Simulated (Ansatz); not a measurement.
Program: Ansatz 0.2.0.

A structure relaxed at PBE0-D4/def2-TZVP, charge 0, multiplicity 1:

| atom | x (Å) | y (Å) | z (Å) |
| --- | --- | --- | --- |
| C1 | 0.5322 | -0.9542 | -1.0434 |
| Al2 | 0.1505 | 0.0044 | 0.5954 |
| N3 | -0.9646 | 1.3620 | 0.6984 |
| Cl4 | 1.0837 | -0.5496 | 2.4012 |
| H5 | 1.5967 | -0.8974 | -1.2883 |
| H6 | -0.0313 | -0.5588 | -1.8919 |
| H7 | 0.2879 | -2.0152 | -0.9395 |
| H8 | -1.1710 | 1.8680 | 1.5442 |
| H9 | -1.4843 | 1.7409 | -0.0761 |

(1) Give its formula and SMILES.

(2) Point group (tolerance 0.08 Å, 0.16 Å for H)?

(3) Summarise the bond lengths by kind.

## Answers

(1) CH5AlClN, `[CH3][Al]([NH2])[Cl]`.

(2) Cs.

(3) 1 × Al–C 1.937 Å; 3 × C–H 1.093 to 1.094 Å; 1 × Al–N 1.760 Å; 1 × Al–Cl 2.107 Å; 2 × H–N 1.007 Å.
